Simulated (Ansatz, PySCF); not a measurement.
Spin states of BrO2Re (SMILES [O]=[Re](=[O])[Br]), each relaxed with B3LYP-D3(BJ)/def2-TZVP.
State 1 (charge 0, multiplicity 1):
| atom | x (Å) | y (Å) | z (Å) |
|---|---|---|---|
| Re | 0.0561 | -0.0779 | 0.0506 |
| O | 1.6031 | -0.5572 | -0.4324 |
| O | -0.5291 | -0.8878 | 1.4136 |
| Br | -1.1881 | 1.5899 | -1.0879 |
State 2 (charge 0, multiplicity 3):
| atom | x (Å) | y (Å) | z (Å) |
|---|---|---|---|
| Re | 0.0921 | -0.1262 | 0.0835 |
| O | 1.6428 | -0.5162 | -0.5092 |
| O | -0.6155 | -0.8665 | 1.4471 |
| Br | -1.1773 | 1.5758 | -1.0776 |

Singlets are restricted, other states unrestricted; no spin–orbit coupling, no relativity up to Kr; see below for the cores. The largest T1 diagnostic is 0.027.

Correlated levels freeze the inner cores; with def2 sets outer-core shells near the valence are correlated too. CBS(a, b) extrapolates the correlation energy as X⁻³ and adds the Hartree–Fock energy of set b.

Codes used: Ansatz (a program for electronic structure); PySCF for the dispersion terms.  In def2 rows elements past Kr take small-core potentials, without spin–orbit coupling.

PBE/def2-TZVPP gives 7.00 kcal/mol for the energy of the multiplicity-3 state less that of the multiplicity-1 state.

Q: How do the other levels lie against it? Give each less PBE: PBE-D3(BJ)/def2-TZVPP, r2SCAN/def2-TZVPP, PBE0/def2-TZVPP, wB97M-V/def2-TZVPP, B2PLYP/def2-TZVPP, CCSD(T)/CBS(def2-SVP, def2-TZVPP).

A: PBE-D3(BJ)/def2-TZVPP 0.01; r2SCAN/def2-TZVPP -3.98; PBE0/def2-TZVPP -3.38; wB97M-V/def2-TZVPP -0.41; B2PLYP/def2-TZVPP 1.74; CCSD(T)/CBS(def2-SVP, def2-TZVPP) 2.23 kcal/mol. 3 of 6 lie above PBE; the widest gap is to r2SCAN/def2-TZVPP.

Doubts at one or more of the structures used: a restricted determinant that unrestricted orbitals would lower (B2PLYP/def2-TZVPP, CCSD(T)/CBS(def2-SVP, def2-TZVPP)).
